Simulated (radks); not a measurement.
Values are calculated unless marked as measured or tabulated.
The europium ion Eu2+ inside a hard spherical wall (all orbitals vanish at R), configuration held at [Xe] 4f7 and not refilled when levels cross. Level of theory: scalar-relativistic Kohn-Sham, PBE, spin-polarised, spherical densities, point nucleus; open shells are filled with parallel spins first (spin-orbit coupling, left out, can overturn this in heavy ions) (a radial shooting solver on a logarithmic mesh with Libxc functionals). Eigenvalues in eV for spin up, with the zero of energy where the potential of the charges vanishes at infinity; a dash marks a level that is unbound or too diffuse for the functional's potential to be trusted. A positive occupied level is held by the wall or, in an anion where self-interaction has pushed it up, behind a barrier. The pressure on the wall is -dE/dV.

R (bohr),E (hartree),kinetic (hartree),e(4d),e(5s),e(5p),e(4f),"e(6s, empty)","e(5d, empty)",pressure (GPa)
free,-10843.7406,11618.235,-149.83,-59.308,-38.078,-17.630,-14.155,-13.974,0
15,-10843.7406,11618.235,-149.83,-59.308,-38.078,-17.630,-14.155,-13.974,< 0.0001
10,-10843.7406,11618.235,-149.83,-59.308,-38.078,-17.630,-14.153,-13.973,< 0.0001
5,-10843.7359,11618.285,-149.61,-59.155,-37.934,-17.429,-11.623,-13.309,1.06
4,-10843.6866,11618.708,-148.52,-58.353,-37.115,-16.400,-5.010,-11.191,19.5
3.5,-10843.5539,11619.672,-146.64,-56.952,-35.577,-14.618,3.724,-8.133,88.8
3,-10843.0859,11622.563,-142.17,-53.499,-31.553,-10.358,22.189,-1.277,430
2,-10834.8064,11659.193,-108.29,-18.165,11.337,23.542,167.74,58.629,14400
1.5,-10804.6937,11768.771,-49.803,81.252,126.73,87.837,470.95,196.84,130000
